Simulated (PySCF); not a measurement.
Question: Write Cartesian coordinates for `C=C[Si@@H](CC#N)[SiH2]N` as optimised with GFN2-xTB.

Answer: 
```
atom  x, y, z in Å
C1    -3.1526    0.2556   -0.3493
C2    -2.0173   -0.4249   -0.3606
Si3   -0.4825    0.0719    0.6175
C4     0.3711   -1.6272    1.0024
C5     1.5776   -1.4059    1.7188
N6     2.5484   -1.1684    2.2808
Si7    0.9369    1.5149   -0.5130
N8     2.4773    0.7502   -0.5566
H9    -3.2750    1.1328    0.2651
H10   -4.0114   -0.0263   -0.9396
H11   -1.9567   -1.2967   -1.0031
H12   -0.9361    0.5605    1.9349
H13   -0.2834   -2.2696    1.5929
H14    0.6103   -2.1425    0.0709
H15    0.5987    1.7110   -1.9284
H16    0.9095    2.8549    0.1058
H17    2.8555    0.3435    0.2857
H18    3.2210    1.1724   -1.0893
```

Orientation and origin are arbitrary. Atoms count from 1 in this order. N8 (silicon-bound nitrogen) has angles 119.6°, 119.2° and 109.5°, sum 348.3°, 0.24 Å off the plane of its three neighbours. Si3 (SiH silicon) is distorted tetrahedral (angles from 103.3° to 114.7°). The C–C distances run from 1.324 Å (C1=C2, drawn double) to 1.420 Å (C4–C5, drawn single), a spread of 0.096 Å. Of the pairs four or more bonds apart, C5···H17 is among the closest relative to their van der Waals radii: 2.60 Å, 90 % of the sum of Bondi's values.

Bonds between heavy atoms (Å): C1=C2 1.324, C2–Si3 1.887, Si3–C4 1.940, C4–C5 1.420, C5≡N6 1.147, Si3–Si7 2.318, Si7–N8 1.720.

Computed geometry: GFN2-xTB, gas phase.

Point group: C1 (no symmetry element, even within 0.4 Å). Whether it is a minimum is left open (no frequencies). One conformer, not necessarily the lowest (C1–C2–Si3–C4 150°, C2–Si3–C4–C5 179°, C2–Si3–Si7–N8 -123°, Si3–Si7–N8–H -47° and 174°).
